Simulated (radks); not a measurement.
Results of a calculation; reference values are marked as such.
Valence configurations of neutral praseodymium (all share [Xe]). Level of theory: scalar-relativistic Kohn-Sham, LDA (Slater exchange, Perdew-Wang correlation), spin-polarised, spherical densities, finite nucleus; open shells are filled with parallel spins first (spin-orbit coupling, left out, can overturn this in heavy ions); Fermi nuclear charge, rms radius 4.8919 fm (a radial shooting solver on a logarithmic mesh with Libxc functionals). Energies are relative to 4f3 6s2; eigenvalues in eV for spin up.

valence,E (eV),moment (Bohr magnetons),e(4f),e(5d),e(6p),e(6s)
4f3 6s2,0.000,3,-2.000,-,-,-3.650
4f3 6p2,4.390,5,-4.132,-,-2.486,-
4f2 6s1 6p2,6.240,5,-11.007,-,-2.972,-6.118
4f2 5d1 6s2,1.599,3,-7.015,-3.410,-,-4.104
4f1.5 5d0.5 6s1 6p2,9.206,5,-13.998,-6.932,-3.044,-6.324
6s1 6p4,41.384,3,-,-,-4.626,-9.035
4f0.5 5d0.5 6s1 6p3,24.623,5,-23.880,-10.360,-3.924,-7.825
4f1.5 5d2.5 6s1,3.743,5,-8.024,-3.018,-,-3.910
4f4 6s1,2.743,5,-0.165,-,-,-4.172
4f2 5d1 6p2,6.325,5,-9.116,-5.204,-2.642,-

NIST lists [Xe] 4f3 6s2 as the ground configuration; this level of theory agrees among the configurations tried. The energies are those of spherical high-spin densities, not of single terms.
